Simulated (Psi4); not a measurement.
C4H10O2, triplet, at the geometry of the source list (a higher spin typed on purpose: for a closed-shell molecule this is an excited state). Base run: HF/STO-3G run with Psi4.

Here is a job for Psi4.
```
memory 2 GB

molecule {
0 3
  C     2.71370000    0.69860000   -0.02800000
  O     1.44120000    0.34540000    0.44290000
  C     0.72900000   -0.46100000   -0.46200000
  C    -0.67420000   -0.70520000    0.07440000
  O    -1.47700000    0.41840000   -0.18900000
  C    -2.76110000    0.31140000    0.36370000
  H     3.33360000   -0.19090000   -0.20480000
  H     3.17080000    1.31310000    0.74430000
  H     2.65050000    1.27010000   -0.96250000
  H     1.24560000   -1.42710000   -0.59160000
  H     0.65550000    0.03230000   -1.44200000
  H    -1.10360000   -1.59660000   -0.41340000
  H    -0.61520000   -0.89110000    1.15660000
  H    -3.29860000   -0.55590000   -0.04340000
  H    -2.72020000    0.21420000    1.45580000
  H    -3.28990000    1.22420000    0.09910000
}

set basis sto-3g
set reference uhf
set stability_analysis check
set scf_type pk

energy('scf')
print_variables()
```

The bond that is stretched is that between atoms 9 and 1. A test that says stable can miss a lower solution.

The base run was repeated with changes; each row names its change, and settings that it needs were set with it.

| change | ΔE vs base (kcal/mol) | <S^2> |
|---|---|---|
| base | 0.000 | 2.015 |
| stability_analysis = follow; reference = uhf | -100.4 | 2.010 |
| bond × 1.25 | -97.7 | 2.007 |
| stability_analysis = follow; reference = uhf; bond × 1.25 | -97.7 | 2.007 |
| bond × 1.5 | -164.3 | 2.007 |
| stability_analysis = follow; reference = uhf; bond × 1.5 | -164.3 | 2.007 |
| bond × 1.8 | -198.8 | 2.006 |
| stability_analysis = follow; reference = uhf; bond × 1.8 | -198.8 | 2.006 |
| bond × 2.2 | -213.8 | 2.006 |
| stability_analysis = follow; reference = uhf; bond × 2.2 | -213.8 | 2.006 |
| bond × 3.0 | -218.2 | 2.006 |
| stability_analysis = follow; reference = uhf; bond × 3.0 | -218.2 | 2.006 |

Psi4 reported an instability in these rows: base; stability_analysis = follow; reference = uhf (restricted rows aren't judged here).

On stretching, the SCF can end on different states; <S^2> shows the spin contamination of each.
